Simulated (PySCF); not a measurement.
## SbH₄: fields on a plane

All numbers come from UPBE0/[Sb def2-TZVP with ECP28, H def2-TZVP], scalar-relativistic core potentials, density fitting, no spin–orbit coupling, PySCF.

The doublet minimum has Sb–H 1.696 Å (×2), Sb–H 1.830 Å (×2); H–Sb–H 91.8° (×4), H–Sb–H 96.0°, H–Sb–H 174.6°.

The plane holds Sb1 at (0.00, 0.00), H2 at (1.83, 0.00), H3 at (-1.82, -0.12), H4 at (-0.05, 1.70) Å. Columns run from x = -3.75 to 4.05 Å, rows from y = 4.05 (top) to -2.25 Å, in steps of 0.3 Å. Other isomers or separated fragments may lie lower. Core electrons replaced by a potential are absent, the electrostatic potential uses the reduced nuclear charge, and values within about 0.7 Å of such atoms have no physical meaning.

Give the electrostatic potential (V) (cut at 20 V). Lower edges of the bins (V): '0' -0.21, '1' -0.09, '2' 0.10, '3' 0.40, '4' 0.87, '5' 1.63, '6' 2.82, '7' 4.71, '8' 7.71, '9' 12.47; top 20.0.


```
111111111111111111111111111
111111111111111111111111111
111111111111211111111111111
111111111122222211111111111
111111111223332211111111111
111111111234544321111111111
111111112346775422111111111
111111112358997532111000011
000001123469998543210000000
000001124568997654221000000
000001235678998765432100000
000023456799999976554210000
000135677899999987886420000
000257998999999998998520000
000258998999999998998531000
000247997899999987886420000
000135666799999976554210000
000013345678998765432100000
000011234567777654321100000
000001123455555543221100011
111111123344444433221111111
111111122333333332221111111
```

Give the spin density (e/Å³) (cut at ±0.5 e/Å³). Lower edges of the bins (e/Å³): '0' -0.035, '1' 0.017, '2' 0.070, '3' 0.122, '4' 0.174, '5' 0.227, '6' 0.279, '7' 0.331, '8' 0.383, '9' 0.436; top 0.49.


```
000000000000000000000000000
000000000000000000000000000
000000000000000000000000000
000000000000000000000000000
000000000000000000000000000
000000000000000000000000000
000000000000000000000000000
000000000000000000000000000
000000000000000000000000000
000000000000000000000000000
000000000000000000111000000
000011110000000001111100000
000012221000000001342110000
000113652001001002794210000
000114982001000002794110000
000113441001111001232110000
000011210001111000111100000
000001100001221000000000000
000000000001111000000000000
000000000000110000000000000
000000000000000000000000000
000000000000000000000000000
```

With an element this heavy the missing spin–orbit coupling can shift these numbers.
